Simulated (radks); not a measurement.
The helium ion He+ inside a hard spherical wall (all orbitals vanish at R), configuration held at 1s1 and not refilled when levels cross. Method: non-relativistic Kohn-Sham, LDA (Slater exchange, Perdew-Wang correlation), spin-polarised, spherical densities, point nucleus; open shells are filled with parallel spins first; computed with a radial shooting solver on a logarithmic mesh with Libxc functionals. Eigenvalues in eV for spin up, with the zero of energy where the potential of the charges vanishes at infinity; a dash marks a level that is unbound or too diffuse for the functional's potential to be trusted. A positive occupied level is held by the wall or, in an anion where self-interaction has pushed it up, behind a barrier. The pressure on the wall is -dE/dV.

R (bohr),E (hartree),kinetic (hartree),e(1s),"e(2s, empty)","e(2p, empty)",pressure (GPa)
free,-1.94176,1.924,-41.101,-5.806,-5.031,0
20,-1.94176,1.924,-41.101,-5.806,-5.031,< 0.0001
15,-1.94176,1.924,-41.101,-5.806,-5.030,< 0.0001
12,-1.94176,1.924,-41.101,-5.802,-5.027,< 0.0001
8,-1.94176,1.924,-41.101,-5.642,-4.900,< 0.0001
7,-1.94176,1.924,-41.101,-5.405,-4.733,< 0.0001
4,-1.94158,1.926,-41.086,0.397,-1.290,0.0848
3.5,-1.94088,1.932,-41.037,4.575,0.992,0.518
2,-1.86512,2.289,-37.724,59.143,28.910,130
